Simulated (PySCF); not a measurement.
A calculated (r2SCAN, PySCF 2.14, x2c-TZVPall, scalar relativity by spin-free X2C-1e) atom or ion has these occupied shells.

```
shell  electrons  orbital energy (eV)  rms radius, mean of both spins (bohr)
 1s α          1              -538.90                                  0.231
 1s β          1              -536.07                                  0.231
 2s α          1              -43.561                                   1.20
 2s β          1              -35.742                                   1.20
 2p α          3              -27.288                                   1.21
```

**Question.** Name the element and its charge.

**Answer.** O+ (oxygen, charge +1), in [He] 2s2 2p3, high-spin 4S determinant.
